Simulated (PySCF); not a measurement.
Computed shifts of a molecule C4H7F, PySCF with PBE/pcSseg-1, GIAO, gas phase, atoms alike by connectivity averaged where their shifts nearly agree, in ppm (number of nuclei): ¹³C: 158.2 (1), 120.5 (1), 23.8 (1), 19.4 (1). ¹⁹F: -138.8 (1). ¹H: 7.01 (1), 5.00 (1), 2.97 (1), 2.08 (1), 1.33 (3). References: ¹³C against TMS (σ = 182.0 ppm); ¹⁹F against CFCl3 (σ = 133.6 ppm); ¹H against TMS (σ = 31.49 ppm), references at their B3LYP-D3(BJ)/def2-TZVP geometries, non-relativistic. The structure is a stationary point at B3LYP-D3(BJ)/def2-SVP. The values are those of a single conformer.

**Question.** Which structure fits?
(A) C=C(F)CC
(B) CC1(F)CC1
(C) FC1CCC1
(D) CC/C=C\F

**Answer.** D, CC/C=C\F
